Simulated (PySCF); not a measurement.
An unknown gives this computed stick spectrum. Level of theory: PySCF, TDDFT PBE0/def2-SVPD, vertical, gas phase, core orbitals frozen in the response. Geometries: GFN2-xTB, one conformer each.

```json
{"state": "S1", "ν̃ (cm⁻¹)": "39170", "f": "0.0002", "main configurations (H = HOMO, L = LUMO)": "H-1→L (95%)"}
{"state": "S2", "ν̃ (cm⁻¹)": "45210", "f": "0.252", "main configurations (H = HOMO, L = LUMO)": "H→L (82%), H-1→L+1 (11%)"}
{"state": "S3", "ν̃ (cm⁻¹)": "46040", "f": "0.0003", "main configurations (H = HOMO, L = LUMO)": "H-2→L (92%)"}
{"state": "S4", "ν̃ (cm⁻¹)": "51910", "f": "0.0016", "main configurations (H = HOMO, L = LUMO)": "H→L+1 (79%), H→L+3 (9%)"}
{"state": "S5", "ν̃ (cm⁻¹)": "58300", "f": "0.077", "main configurations (H = HOMO, L = LUMO)": "H-3→L (47%), H-1→L+1 (29%), H-2→L+1 (9%)"}
{"state": "S6", "ν̃ (cm⁻¹)": "60090", "f": "0.010", "main configurations (H = HOMO, L = LUMO)": "H→L+3 (48%), H→L+2 (34%), H→L+1 (15%)"}
```

Triplets computed (Tamm–Dancoff): 4.24, 4.43 eV.

Task: Which candidate is it? All have the formula C6H6O2.
A. `CC1=CC=CC(=O)O1`
B. `O=C(O)C#CC1CC1`
C. `CC(=O)OC=C1C=C1`

Result: B. Its S1, at 4.86 eV, is the highest among the candidates; the nearest of the others has S1 at 4.47 eV. S1 is HOMO-1→LUMO (95%). Löwdin shares by element: HOMO carbon 66% or more, oxygen 8% or more (atoms not listed hold the other 26%); LUMO carbon 58% or more, oxygen 20% or more (atoms not listed hold the other 22%). At the same level the other candidates give, for their lowest levels:
- `Cc1cccc(=O)o1`: 4.47 eV (f 0.172); 4.72 eV (f 0.000); 6.14 eV (f 0.106); 6.24 eV (f 0.000); 6.27 eV (f 0.001); T1 2.85 eV; HOMO -6.87, LUMO -1.73 eV
- `CC(=O)OC=C1C=C1`: 4.20 eV (f 0.011); 5.33 eV (f 0.135); 5.77 eV (f 0.004); 5.80 eV (f 0.003); 5.83 eV (f 0.017); T1 3.20 eV; HOMO -6.04, LUMO -0.68 eV

Shape of the structure used: `[O:1]=[C:2]([OH:3])[C:4]#[C:5][CH:6]1[CH2:7][CH2:8]1`: H–O3–C2–O1 0°.
